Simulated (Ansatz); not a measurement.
Start from `O[SiH2]O[SiH](O)O` and change one atom or group to get `C[SiH](O)O[SiH](O)O`.

Ansatz, PBE0-D4/def2-TZVP geometries, multiplicity 1. Each molecule was computed in one conformer, which needn't be the lowest.

| property | `O[SiH2]O[SiH](O)O` |
| --- | --- |
| LUMO energy (ωB97M-V/def2-TZVPP) / eV | 1.69 |
| size of the dipole moment (B3LYP/def2-TZVPP) / D | 3.32 |
| HOMO energy (PBE0/def2-TZVPP) / eV | -8.80 |
| HOMO energy (PBE/def2-TZVPP) / eV | -7.33 |
| HOMO energy (ωB97M-V/def2-TZVPP) / eV | -11.10 |
| size of the dipole moment (ωB97M-V/def2-TZVPP) / D | 3.33 |

(1) Give the same properties after the change, and the shifts. (Best estimate.)

Results:

(1) Computed: 
| property | `C[SiH](O)O[SiH](O)O` | shift |
| --- | --- | --- |
| LUMO energy (ωB97M-V/def2-TZVPP) / eV | 2.06 | 0.37 |
| size of the dipole moment (B3LYP/def2-TZVPP) / D | 2.43 | -0.89 |
| HOMO energy (PBE0/def2-TZVPP) / eV | -8.18 | 0.62 |
| HOMO energy (PBE/def2-TZVPP) / eV | -6.73 | 0.60 |
| HOMO energy (ωB97M-V/def2-TZVPP) / eV | -10.48 | 0.62 |
| size of the dipole moment (ωB97M-V/def2-TZVPP) / D | 2.44 | -0.89 |

With PBE0 the HOMO rises by 0.62 eV and the LUMO rises by 0.49 eV, so the gap narrows by about 0.13 eV. PBE moves the HOMO by 0.60 eV and ωB97M-V by 0.62 eV. Dipoles are sizes alone; their direction can turn.

B3LYP here is the variant with VWN-RPA as its local correlation; programs differ in this.
